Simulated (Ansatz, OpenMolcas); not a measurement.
How methods differ on CH6AlFSi (SMILES C[SiH2][AlH][F])

CH6AlFSi: 10 atoms, total charge 0, spin state singlet. SMILES: `C[SiH2][AlH][F]`. The shape is that of a PBE0-D4/def2-TZVP optimisation. This is one conformer, not always the lowest.

Quantity: the HOMO–LUMO gap, in eV. The values are calculated.

```
                               level                    kind     program  value (eV)
     HF/6-31G* (spherical functions)            Hartree–Fock      Ansatz       11.30
  SVWN5/6-31G* (spherical functions)                     LDA  OpenMolcas        3.97
 revPBE/6-31G* (spherical functions)                     GGA      Ansatz        4.16
   TPSS/6-31G* (spherical functions)                meta-GGA  OpenMolcas        4.44
  B3LYP/6-31G* (spherical functions)           global hybrid      Ansatz        5.59
r2SCAN0/6-31G* (spherical functions)         hybrid meta-GGA      Ansatz        6.31
  B3LYP/6-31G* (Cartesian functions)           global hybrid      Ansatz        5.59
wB97M-V/6-31G* (spherical functions)  range-separated hybrid      Ansatz        9.60
```

The values span 3.97 to 11.30 eV. Orbital gaps aren't excitation energies; they tend to grow with the share of exact exchange.
